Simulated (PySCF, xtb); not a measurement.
B₂Cl₄, SMILES ClB(Cl)B(Cl)Cl (connectivity only; charge and spin as stated), charge -1, multiplicity 2. The values are those of a single conformer.

Harmonic wavenumbers (cm⁻¹) from GFN2-xTB in xtb at its own minimum, in rising order: 60, 79, 167, 215, 234, 244, 346, 390, 601, 615, 638, 1197.

Q: What does PySCF with PBE-D3(BJ)/def2-SVPD give at its own minimum? (The exact figures need the calculation; the answer reports its results.)

A: 58, 98, 171, 227, 244, 258, 357, 432, 638, 750, 776, 1198. Paired by order, the mean absolute difference is 35 cm⁻¹ and the zero-point energies are 6.8 and 7.4 kcal/mol.
